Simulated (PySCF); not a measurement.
A geometry optimisation on `C(C)[S@+]([BH2-]CC=C)C`.

Computed with PBE0-D3(BJ)/def2-SVP geometry optimisation, gas phase (PySCF 2.14.0). Start geometry: GFN2-xTB. The command runs a driver script over a list of jobs; the input below is this job's line of settings and its coordinates in Å.

Command:
```bash
OMP_NUM_THREADS=1 python probes_run.py task.json out
```

Input:
```
{"job": {"xc": "PBE0", "basis": "def2-SVP", "d3": "d3bj", "grid": 1, "shake": 0.01, "kind": "geom"}, "charge": 0, "multiplicity": 1}
C      3.134160    -0.442090     0.754840
C      2.591710     0.289610    -0.240200
C      1.690450    -0.237060    -1.316370
B      0.232170     0.369530    -1.217850
S     -0.461390    -0.018100     0.631000
C     -0.533640    -1.822030     0.614610
C     -2.245580     0.326310     0.447150
C     -2.517650     1.809060     0.653460
H      2.957470    -1.477000     0.848080
H      3.723700     0.022080     1.529330
H      2.773890     1.357700    -0.272030
H      2.120140     0.065570    -2.272050
H      1.692100    -1.317730    -1.292740
H      0.131380     1.554330    -1.269890
H     -0.590430    -0.206970    -1.909670
H     -1.158470    -2.159090     1.439360
H     -0.910790    -2.153840    -0.342760
H      0.476390    -2.175340     0.763440
H     -2.777270    -0.285150     1.191100
H     -2.567130     0.022330    -0.551140
H     -3.610460     2.005220     0.516220
H     -2.235260     2.085970     1.652660
H     -1.967820     2.410250    -0.080780
```

Output:
```
step   0  E = -659.91288451  max force = 0.036503
step   1  E = -659.91823518  max force = 0.008445
step   2  E = -659.91866813  max force = 0.001931
step   3  E = -659.91874588  max force = 0.003951
step   4  E = -659.91901422  max force = 0.002839
step   5  E = -659.91921882  max force = 0.001871
step   6  E = -659.91933444  max force = 0.001459
step   7  E = -659.91938227  max force = 0.000785
step   8  E = -659.91940245  max force = 0.000316
step   9  E = -659.91941838  max force = 0.000515
step  10  E = -659.91942734  max force = 0.000395
optimisation converged
```

Energies in Eh; «max force» is the largest Cartesian gradient component in Eh/bohr.

Q: How much energy does the optimisation release, in kJ/mol?

A: E(step 0) − E(last step) = 0.006543 Eh, which is 17.2 kJ/mol.

Summary of the converged run: final energy -659.91943 Eh after 10 steps; dipole 4.31 D.

Q: Give the final coordinates.

A: 0.244 Å rms from the input after alignment:
```
atom  x, y, z in Å
C1     3.1030   -0.8260    0.8086
C2     2.5787    0.0630   -0.0433
C3     1.7112   -0.2409   -1.2156
B4     0.2542    0.4645   -1.1414
S5    -0.5116    0.0688    0.6452
C6    -0.5673   -1.7262    0.6910
C7    -2.2747    0.4375    0.4163
C8    -2.5107    1.9323    0.3365
H9     2.9744   -1.9036    0.6563
H10    3.6947   -0.5160    1.6742
H11    2.7544    1.1299    0.1519
H12    2.1731    0.1644   -2.1351
H13    1.6420   -1.3326   -1.3633
H14    0.2931    1.6880   -1.1171
H15   -0.5838    0.0155   -1.9172
H16   -1.1753   -2.0554    1.5445
H17   -0.9688   -2.1144   -0.2555
H18    0.4682   -2.0636    0.8268
H19   -2.8003   -0.0093    1.2748
H20   -2.5946   -0.0736   -0.5049
H21   -3.5869    2.1308    0.2237
H22   -2.1632    2.4433    1.2466
H23   -1.9884    2.3687   -0.5261
```

Q: Estimate the wall time. Hardware: one thread, Arm Neoverse V1 (aarch64), on a shared host. And the peak memory of the process?

A: About 3.9 min, with 0.88 GiB resident at the peak, the Python interpreter and its libraries included.
Labels such as C1 count atoms from 1, the log's own numbers from 0.
